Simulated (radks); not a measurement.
Values are calculated unless marked as measured or tabulated.
All-electron atom: Sc3.75+ in [Ne] 3s2 3p(up 2.75, down 2.5) (fractional occupations, a model configuration). Code: a radial shooting solver on a logarithmic mesh with Libxc functionals. Model: scalar-relativistic Kohn-Sham, PBE, spin-polarised, spherical densities, finite nucleus; Fermi nuclear charge, rms radius 3.5459 fm.

Normalised radial functions P(r) = r R(r), r in bohr:

r          2p up    3s up    3p up
0.004781  0.0068   0.0929   0.0025
0.006078  0.0106   0.1145   0.0039
0.007665  0.0165   0.1391   0.0061
0.009666  0.0255   0.1673   0.0094
0.01219   0.0392   0.1988   0.0145
0.01537   0.0599   0.2325   0.0222
0.01939   0.0910   0.2663   0.0337
0.02445   0.1367   0.2964   0.0506
0.03108   0.2056   0.3178   0.0761
0.0392    0.3003   0.3210   0.1109
0.04943   0.4298   0.2973   0.1582
0.06234   0.6001   0.2363   0.2199
0.07862   0.8127   0.1296   0.2954
0.09915   1.0600  -0.0240   0.3801
0.125     1.3207  -0.2122   0.4624
0.159     1.5639  -0.4096   0.5234
0.2005    1.7186  -0.5483   0.5288
0.2528    1.7387  -0.5698   0.4482
0.3188    1.5918  -0.4203   0.2577
0.4021    1.2917  -0.0906  -0.0410
0.5071    0.9055   0.3565  -0.4058
0.6395    0.5322   0.7911  -0.7547
0.8129    0.2455   1.0677  -0.9928
1.025     0.0887   1.0688  -1.0234
1.293     0.0231   0.8377  -0.8573
1.63      0.0040   0.5117  -0.5799
2.056     0.0004   0.2378  -0.3100
2.593     0.0000   0.0800  -0.1253
3.27      0.0000   0.0180  -0.0356

2p up: eigenvalue -438.74 eV, 0 radial nodes, <r> = 0.307 bohr, 90 % of the charge inside 0.506 bohr. 3s up: eigenvalue -100.95 eV, 2 radial nodes at r = 0.0960, 0.423 bohr, <r> = 1.04 bohr, 90 % of the charge inside 1.54 bohr. 3p up: eigenvalue -78.771 eV, 1 radial node at r = 0.391 bohr, <r> = 1.10 bohr, 90 % of the charge inside 1.67 bohr.
